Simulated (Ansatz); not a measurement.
Molecule: 1-methylsilolane, C5H12Si, net charge 0, singlet state. 
Geometry from a B3LYP-D3(BJ)/def2-TZVP (Ansatz, a program for electronic structure) optimisation:
SMILES: [SiH]1(C)CCCC1
```xyz
18

C      2.3856     0.2289     0.2073
Si     0.7427    -0.3192    -0.5158
C     -0.4641     1.1047    -0.8483
C     -1.4922     0.9795     0.2977
C     -1.7358    -0.5120     0.5753
C     -0.3691    -1.2137     0.7328
H      2.9670     0.8011    -0.5187
H      2.9874    -0.6293     0.5145
H      2.2287     0.8598     1.0854
H      1.0001    -1.1326    -1.7346
H     -0.9583     0.9546    -1.8121
H      0.0036     2.0900    -0.8803
H     -2.4259     1.4985     0.0684
H     -1.0874     1.4458     1.2022
H     -2.3724    -0.6541     1.4520
H     -2.2703    -0.9462    -0.2758
H     -0.4373    -2.2923     0.5888
H      0.0210    -1.0511     1.7425
```

Parts of the frozen-core correlation energy in aug-cc-pV(T+d)Z (Ansatz, hartree). Frozen orbitals: 10; correlated occupied orbitals by spin: 18 and 18; virtual: 533 and 533. No spin-orbit coupling. No relativistic terms.

```tsv
term	value
reference (HF)	-485.36457
MP2 opposite-spin	[?]
MP2 same-spin	-0.22179
CCSD correlation	[?]
(T)	[?]
T1 diagnostic	0.010
largest doubles amplitude	0.008
```

What belongs in the gaps?


- MP2 opposite-spin, value: -0.79139
- CCSD correlation, value: -1.07785
- (T), value: -0.04531
